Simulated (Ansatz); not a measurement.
`CB[SiH2]CC` at its PBE0-D4/def2-TZVP geometry, where that method's forces vanish. Total charge 0; spin multiplicity 1.

```xyz
16

C    -0.3152    0.1743   -2.2502
B    -0.5293    1.2668   -1.1664
Si    0.2365    1.2032    0.7016
C     0.8448   -0.4981    1.2387
C    -0.2824   -1.5195    1.3631
H    -1.1672    0.0523   -2.9253
H     0.4878    0.5866   -2.8862
H     0.0268   -0.8018   -1.9025
H    -1.1183    2.2627   -1.4929
H     1.3698    2.1821    0.7387
H    -0.7752    1.6904    1.6892
H     1.3741   -0.3996    2.1918
H     1.5914   -0.8409    0.5134
H     0.0913   -2.5027    1.6613
H    -1.0187   -1.2084    2.1089
H    -0.8162   -1.6473    0.4169
```

(1) What forces (eV/Å) does ωB97M-V/def2-TZVPP give on these atoms in the Gaussian-basis code of Ansatz? (Estimate.)

## Answers

(1) Ansatz gave: 
```
C1   0.012 -0.067 -0.093
B2  -0.058  0.127  0.033
Si3  0.012  0.127  0.072
C4   0.174  0.138 -0.015
C5  -0.146 -0.158  0.027
H6   0.063  0.007  0.057
H7  -0.046 -0.023  0.045
H8  -0.023  0.065 -0.013
H9   0.074 -0.124  0.039
H10 -0.116 -0.109 -0.004
H11  0.098 -0.061 -0.100
H12 -0.039 -0.011 -0.071
H13 -0.050  0.015  0.049
H14 -0.038  0.079 -0.027
H15  0.052 -0.017 -0.052
H16  0.033  0.011  0.054
```
